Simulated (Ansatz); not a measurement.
The cluster LaO₃H₃, relaxed as a singlet with RKS r2SCAN-D4/def2-SVP in Ansatz, starting from the GFN1-xTB geometry. Force threshold 0.02 eV/Å.

In the def2 sets La takes a core potential; there is no spin–orbit coupling. The structure holds one bond between oxygen atoms, so isomers without such links may lie far lower. The structure comes from a short search, and lower isomers may exist.

Start:

```tsv
atom	x (Å)	y (Å)	z (Å)
La1	-0.1207	-0.3520	-0.1153
O2	0.0428	0.2441	-1.6449
O3	-0.6632	1.0665	-0.7949
O4	0.8132	0.3859	1.0730
H5	-0.7167	-2.1296	0.2753
H6	0.5935	-0.5078	1.3390
H7	0.0511	1.2928	-0.1323
```

(1) Estimate the energy that the relaxation releases and the steps that it takes.

(2) Does the start keep its bonding?

(3) Predict the relaxed structure.

Answers

(1) 607.3 kcal/mol, in 36 steps; 61 s on 4 threads of Arm Neoverse V2 on a shared host. No frequencies were taken in this run, so the end may be a saddle point.

(2) Bonds lost: La1–H6, La1–H7 (atoms count from 1).

(3) 
| atom | x (Å) | y (Å) | z (Å) |
| --- | --- | --- | --- |
| La1 | -0.402 | -0.543 | 0.262 |
| O2 | 0.257 | 0.562 | -1.638 |
| O3 | -1.012 | 1.276 | -1.354 |
| O4 | 1.070 | -0.496 | 1.847 |
| H5 | -1.018 | -2.584 | -0.162 |
| H6 | 1.828 | -0.417 | 2.432 |
| H7 | -0.723 | 2.202 | -1.386 |
Bond lengths: 3 × La–O 2.16 to 2.51 Å; 1 × O–O 1.48 Å; 2 × H–O 0.96 to 0.97 Å; 1 × H–La 2.17 Å.
